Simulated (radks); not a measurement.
Spherical quantum dot in the effective-mass picture: electrons in a parabolic well V = omega^2 r^2 / 2 with omega = 1.07, with a point charge +2 (a donor) at the centre, all in effective atomic units (hartree* = m*/eps^2 hartree, bohr* = eps/m* bohr), one dielectric constant everywhere. Method: non-relativistic Kohn-Sham, LDA (Slater exchange, Perdew-Wang correlation), spin-polarised, spherical densities; computed with a radial shooting solver with Libxc functionals. Levels are named by radial order and angular momentum (1s, 1p, 1d, 2s, ...), and open shells are averaged over m. Results are scaled to m* = 0.036 and eps = 5.5, for which hartree* = 32.38 meV and bohr* = 8.085 nm. Each electron was tried in the lowest free levels, single moves between levels near the top were tried too, and the lowest total energy was kept; such a search can miss a lower state. At N = 1 the Hartree and exchange-correlation terms need not cancel, so that row can carry a self-interaction error.

N,open shells,2S,E (meV),mu = E(N) - E(N-1) (meV),addition energy mu(N+1) - mu(N) (meV),e(HOMO) (meV),rms radius (nm)
1,"1s(up 1, down 0)",1,-51.1496,-51.150,41.64,-34.799,5.942
2,none,0,-60.6619,-9.5122,89.56,5.0033,6.594
3,"1p(up 1, down 0)",1,19.3865,80.048,17.46,88.643,8.769
4,"1p(up 2, down 0)",2,116.890,97.504,17.68,106.37,9.876
5,"1p(up 3, down 0)",3,232.074,115.18,22.26,123.94,10.64
6,"1p(up 3, down 1)",2,369.517,137.44,15.68,145.22,11.28
7,"1p(up 3, down 2)",1,522.639,153.12,15.78,161.03,11.81
8,none,0,691.546,168.91,26.71,176.75,12.27
9,"2s(up 1, down 0)",1,887.161,195.62,15.77,202.78,12.86
10,none,0,1098.55,211.39,28.79,218.45,13.37
11,"1d(up 1, down 0)",1,1338.73,240.18,12.96,246.68,13.87
12,"1d(up 2, down 0)",2,1591.87,253.14,12.86,259.59,14.31
13,"1d(up 3, down 0)",3,1857.87,266.00,12.73,272.39,14.71
14,"1d(up 4, down 0)",4,2136.60,278.73,12.59,285.05,15.07
15,"1d(up 5, down 0)",5,2427.92,291.32,15.55,297.57,15.40
16,"1d(up 5, down 1)",4,2734.80,306.88,11.97,312.87,15.73
17,"1d(up 5, down 2)",3,3053.64,318.84,11.89,324.80,16.03
18,"1d(up 5, down 3)",2,3384.37,330.73,11.80,336.65,16.31
19,"1d(up 5, down 4)",1,3726.91,342.54,11.70,348.40,16.58
20,none,0,4081.15,354.24,32.79,360.05,16.84
21,"1f(up 1, down 0)",1,4468.17,387.03,10.75,392.41,17.15
22,"1f(up 2, down 0)",2,4865.95,397.77,10.69,403.13,17.45
23,"1f(up 3, down 0)",3,5274.41,408.46,10.62,413.78,17.72
24,"1f(up 4, down 0)",4,5693.49,419.08,10.55,424.37,17.99
25,"1f(up 5, down 0)",5,6123.12,429.63,10.48,434.88,18.24
26,"1f(up 6, down 0)",6,6563.23,440.11,10.41,445.33,18.48
27,"1f(up 7, down 0)",7,7013.75,450.52,11.54,455.70,18.71
28,"1f(up 7, down 0) 2p(up 1, down 0)",8,7475.81,462.06,10.59,467.36,18.93
29,"1f(up 7, down 0) 2p(up 2, down 0)",9,7948.46,472.65,10.55,477.93,19.15
30,"1f(up 7, down 0) 2p(up 3, down 0)",10,8431.66,483.20,11.02,488.45,19.35
31,"1f(up 7, down 1) 2p(up 3, down 0)",9,8925.87,494.22,9.849,499.15,19.56
32,"1f(up 7, down 2) 2p(up 3, down 0)",8,9429.94,504.07,9.804,508.97,19.76
33,"1f(up 7, down 3) 2p(up 3, down 0)",7,9943.81,513.87,9.756,518.76,19.95
34,"1f(up 7, down 4) 2p(up 3, down 0)",6,10467.4,523.63,9.620,528.50,20.14
35,"1f(up 7, down 6) 2p(up 2, down 0)",3,11000.7,533.25,9.613,538.04,20.32
36,"2p(up 2, down 0)",2,11543.5,542.86,-,547.81,20.50

All shells are closed at N = 2, 8, 10, 20 (there: 1s2 1p6 1d10 2s2); the second difference of the energy has clear peaks (12 % above both neighbours; the first and last values, which can be the largest, are not judged, and half-filled shells can peak too) at N = 2, 5, 8, 10, 15, 20.
